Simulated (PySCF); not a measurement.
## Relaxation of triplet RuOF₂

These are results of PySCF, UPBE0, basis Ru def2-TZVP with ECP28, O def2-TZVP, F def2-TZVP (scalar-relativistic core potentials, no spin–orbit coupling, density fitting), not measurements. A (50,194) grid was used.

A hand-made T-shaped (ligand arrangement 1) start, of Cs symmetry, held to at least that symmetry:

Coordinates in bohr (charge 0 multiplicity 3):
```
Ru   -0.1036    0.0000   -0.4620
O    -3.3332    0.0000   -0.3492
F    -0.1036    0.0000    3.1096
F     3.4657    0.0000   -0.3373
```

Optimiser trace:
```json
{"step": "0", "E − E(last) (kJ/mol)": "144.36", "largest gradient (Eh/bohr)": "0.04714"}
{"step": "1", "E − E(last) (kJ/mol)": "107.25", "largest gradient (Eh/bohr)": "0.04492"}
{"step": "2", "E − E(last) (kJ/mol)": "39.41", "largest gradient (Eh/bohr)": "0.04795"}
{"step": "3", "E − E(last) (kJ/mol)": "19.27", "largest gradient (Eh/bohr)": "0.04063"}
{"step": "4", "E − E(last) (kJ/mol)": "6.18", "largest gradient (Eh/bohr)": "0.02742"}
{"step": "5", "E − E(last) (kJ/mol)": "2.70", "largest gradient (Eh/bohr)": "0.02350"}
{"step": "6", "E − E(last) (kJ/mol)": "0.07", "largest gradient (Eh/bohr)": "0.00256"}
{"step": "7", "E − E(last) (kJ/mol)": "0.01", "largest gradient (Eh/bohr)": "0.00076"}
{"step": "8", "E − E(last) (kJ/mol)": "0.01", "largest gradient (Eh/bohr)": "0.00130"}
{"step": "9", "E − E(last) (kJ/mol)": "0.00", "largest gradient (Eh/bohr)": "0.00049"}
{"step": "10", "E − E(last) (kJ/mol)": "0.00", "largest gradient (Eh/bohr)": "0.00010"}
```

It ends at C2v with Ru–F 1.847 Å (×2), Ru–O 1.638 Å; F–Ru–F 116.3°, F–Ru–O 121.8° (×2) (after a last refinement on a finer grid). A frequency run shows a minimum. Other isomers or separated fragments may lie lower.

Final geometry:
```xyz
4
charge 0 multiplicity 3, angstrom
Ru   -0.0592    0.0000   -0.0360
O    -1.4587    0.0000   -0.8874
F    -0.0419    0.0000    1.8106
F     1.5886    0.0000   -0.8697
```

Other spin states or occupations of the open shell can lie lower.

The relaxation took 33 s on 4 threads of a shared Arm Neoverse V2 host, with 133 basis functions and 11 gradients; the process peaked at 0.75 GiB. Launch command: `OMP_NUM_THREADS=4 python axn.py task.json out`.
